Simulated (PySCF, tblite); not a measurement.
Isomers of C6H12ClFO, one GFN2-xTB conformer each. Single-point energies are computed at PBE0/pcSseg-1 (PySCF, gas phase, no added dispersion term), electronic only.

**Question.** Rank them by PBE0/pcSseg-1 energy, lowest first (kJ/mol).
A. `[CH3:1][C:2]([CH3:3])([CH2:4][F:5])[O:6][CH2:7][CH2:8][Cl:9]` with C1–C2–C4–F5 158°, C1–C2–O6–C7 -179°, C2–O6–C7–C8 -154°, O6–C7–C8–Cl9 71°
B. `[CH3:1][C@@H:2]([F:3])[CH2:4][CH2:5][C@@H:6]([Cl:7])[CH2:8][OH:9]` with C1–C2–C4–C5 179°, C2–C4–C5–C6 177°, C4–C5–C6–Cl7 64°, C5–C6–C8–O9 177°, C6–C8–O9–H 56°
C. `[CH3:1][O:2][C@@:3]([CH3:4])([CH2:5][Cl:6])[C@H:7]([CH3:8])[F:9]` with C1–O2–C3–C4 -170°, O2–C3–C5–Cl6 -54°, O2–C3–C7–C8 43°
D. `[CH3:1][O:2][C@@H:3]([CH3:4])[C@H:5]([Cl:6])[CH2:7][CH2:8][F:9]` with C1–O2–C3–C4 81°, O2–C3–C5–Cl6 72°, C3–C5–C7–C8 -173°, C5–C7–C8–F9 68°

**Answer.** B (0.0), A (48.7), C (49.5), D (55.5).

As drawn, the lowest has an O–H bond, which the highest lacks. Neighbours under 10 kJ/mol apart (CC(C)(CF)OCCCl and CO[C@@](C)(CCl)[C@H](C)F; CO[C@@](C)(CCl)[C@H](C)F and CO[C@@H](C)[C@H](Cl)CCF) can change places with a better method, another conformer or zero-point energy. GFN2-xTB itself gives, in the same order: 0.0, 23.8, 22.1, 22.3. Both levels put the same isomer lowest; measured from each level's own lowest isomer, the values differ by up to 33.2 kJ/mol (CO[C@@H](C)[C@H](Cl)CCF: 22.3 against 55.5).

**Question.** Which frontier levels, dipoles and rotational constants go with these structures?

**Answer.** 
```csv
SMILES,"HOMO (eV, PBE0/pcSseg-1)",LUMO (eV),dipole (D),"A, B, C (MHz)"
C[C@@H](F)CC[C@@H](Cl)CO,-7.97,0.72,1.87,"2695, 550.4, 474.2"
CC(C)(CF)OCCCl,-7.53,1.07,2.15,"1972, 782.1, 725.8"
CO[C@@](C)(CCl)[C@H](C)F,-7.57,0.96,2.04,"2039, 912.7, 880.0"
CO[C@@H](C)[C@H](Cl)CCF,-7.59,0.92,2.54,"1874, 817.6, 675.2"
```

**Question.** What happens when harmonic zero-point energies from GFN2-xTB frequencies are added?

**Answer.** 
```csv
SMILES,ZPE (kJ/mol),electronic (kJ/mol),with ZPE (kJ/mol)
C[C@@H](F)CC[C@@H](Cl)CO,453.5,0.0,0.0
CC(C)(CF)OCCCl,451.2,48.7,46.5
CO[C@@](C)(CCl)[C@H](C)F,450.6,49.5,46.6
CO[C@@H](C)[C@H](Cl)CCF,451.5,55.5,53.5
```

The zero-point energies span 2.9 kJ/mol. The order is unchanged.
